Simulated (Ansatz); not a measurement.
`NBCN` + `OCF` → `NBOCF` + CH₃NH₂  (ligand exchange at a B–C bond)

Isolated molecules relaxed with PBE0-D4/def2-TZVP in Ansatz; ΔE leaves out vibrations. CCSD(T)/CBS adds triple-zeta CCSD(T) − MP2 to the extrapolated MP2 energy (def2 sets, frozen cores). Each species was taken in one conformer, which may not be the lowest.

```csv
species,CCSD(T)/CBS(def2) energy (Eh)
`NBCN`,-176.50124
`OCF`,-214.81254
`NBOCF`,-295.60719
CH₃NH₂,-95.75281
```

(1) Work out ΔE.

Largest T1 diagnostic among the species: 0.012.

## Answers

(1) ΔE = (-295.60719) + (-95.75281) − (-176.50124) − (-214.81254) = -0.04622 Eh = -29.0 kcal/mol.

In def2-TZVPP, CCSD(T) changes the Hartree–Fock value by +3.2 kcal/mol (the triples alone add +0.3 kcal/mol) and MP2 by +3.0 kcal/mol.
